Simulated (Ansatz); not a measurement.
Ansatz (a first-principles code) input:

Ansatz 0.2 input:
```yaml
crystal:
  periodic: [false, false, false]
  atoms:
    - {symbol: F, position_ang: [-0.99444064, 1.82184822, 0.05953262]}
    - {symbol: In, position_ang: [-0.23789491, 0.04022490, 0.00464872]}
    - {symbol: F, position_ang: [-1.53945588, -1.39339961, -0.01001758]}
    - {symbol: Cl, position_ang: [2.02717173, -0.34276810, -0.03961309]}
basis:
  gaussian:
    orbitals: def2-SVPD
magnetization: {spin_polarized: false}
correlation: {method: ccsd_t, electrons: outside_noble_gas}
output: {forces: true}
```

### Question
What final total energy does it print?

### Answer
-848.03234 Eh (CCSD(T)/def2-SVPD). The basis has 105 functions.
